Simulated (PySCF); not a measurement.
C2H5O2, SMILES COC=[OH+], charge +1.

Geometry: B3LYP-D3(BJ)/def2-SVP. The isomer is the one that the SMILES or the coordinates give; other isomers of the formula were not compared. The values are those of a single conformer.

Computed with PySCF 2.14.0 with B3LYP-D3(BJ)/def2-SVP.

Harmonic, unscaled wavenumbers; measured fundamentals usually lie a few per cent lower.

Q: Estimate the vibrational spectrum. (Estimate from the structure and the level; the computed values follow.)

A: 
```csv
mode,ν (cm⁻¹),IR (km/mol),Raman (Å⁴/amu),depolarisation,moving atoms (share of kinetic energy)
1,103,0.0,0.2,0.75,H 93 %
2,253,2.0,1.0,0.35,"O 42 %, C 35 %, H 24 %"
3,330,0.2,2.9,0.75,"H 53 %, O 28 %, C 19 %"
4,690,170.2,0.2,0.75,"H 66 %, O 19 %, C 15 %"
5,696,55.6,3.0,0.74,"O 41 %, H 31 %, C 28 %"
6,849,43.2,5.7,0.19,"C 52 %, O 39 %, H 9 %"
7,1058,5.6,0.8,0.75,"H 67 %, C 29 %"
8,1120,131.8,4.0,0.65,"H 71 %, O 25 %"
9,1151,4.0,1.5,0.75,"H 78 %, C 18 %"
10,1193,14.6,0.9,0.35,"H 68 %, C 18 %, O 15 %"
11,1390,47.1,5.2,0.75,"H 85 %, O 11 %"
12,1407,77.3,7.2,0.14,"H 42 %, C 34 %, O 24 %"
13,1443,22.3,8.0,0.71,"H 87 %, C 8 %"
14,1445,27.5,2.1,0.52,"H 70 %, O 16 %, C 14 %"
15,1472,28.1,12.3,0.75,H 97 %
16,1709,467.8,0.8,0.13,"C 65 %, O 28 %"
17,3057,1.1,101.5,0.02,H 98 %
18,3175,0.5,33.1,0.75,"H 90 %, C 10 %"
19,3202,19.2,77.7,0.25,"H 91 %, C 9 %"
20,3219,10.5,56.3,0.57,"H 90 %, C 10 %"
21,3676,183.6,35.6,0.23,H 94 %
```
